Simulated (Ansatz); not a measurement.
Reaction: C2H2ClF ((Z)-1-chloro-2-fluoroethene, SMILES F/C=C\Cl) → C2H2F (SMILES [H]/[C]=C/F, doublet) + Cl (doublet) (the C-Cl bond breaks)
Each species at its own B3LYP-D3(BJ)/def2-TZVP minimum (Ansatz, a first-principles code).

Wanted: bond dissociation energy (electronic), in kJ/mol. UHF or UKS for unpaired electrons; spin-orbit terms are left out. CBS(X,Y): correlation extrapolated as X^-3, Hartree-Fock from the larger set. A bracket is a step between two methods taken in the basis named. The functionals are non-relativistic, so their misses hold any scalar relativity. Double hybrids freeze cores in their MP2 part. 'core' is core correlation in cc-pwCVTZ (1s frozen past Ne), 'X2C' scalar relativity in cc-pVTZ-DK, both at CCSD(T). The UHF reference of C2H2F ([H]/[C]=C/F, doublet) is spin-contaminated (<S^2> up to 0.18 over the pure value in the sets run).

CCSD(T)/CBS(cc-pV(T+d)Z,cc-pV(Q+d)Z) + [CCSDT(Q) - CCSD(T)]/cc-pV(D+d)Z + core + X2C (Ansatz) gives 412.8 kJ/mol.

How far off this value is PBE/def2-TZVPD (Ansatz), in which direction, and how far these levels: r2SCAN/def2-TZVPD, PBE0/def2-TZVPD, wB97M-V/def2-TZVPD, B2PLYP/def2-TZVPD, CCSD(T)/CBS(cc-pV(T+d)Z,cc-pV(Q+d)Z) + core + X2C?

PBE gives 418.5 kJ/mol, 5.7 kJ/mol above it. Differences of the others: r2SCAN/def2-TZVPD (Ansatz) -13.5; PBE0/def2-TZVPD (Ansatz) -5.2; wB97M-V/def2-TZVPD (Ansatz) 2.7; B2PLYP/def2-TZVPD (Ansatz) -14.6; CCSD(T)/CBS(cc-pV(T+d)Z,cc-pV(Q+d)Z) + core + X2C (Ansatz) 1.1 kJ/mol.
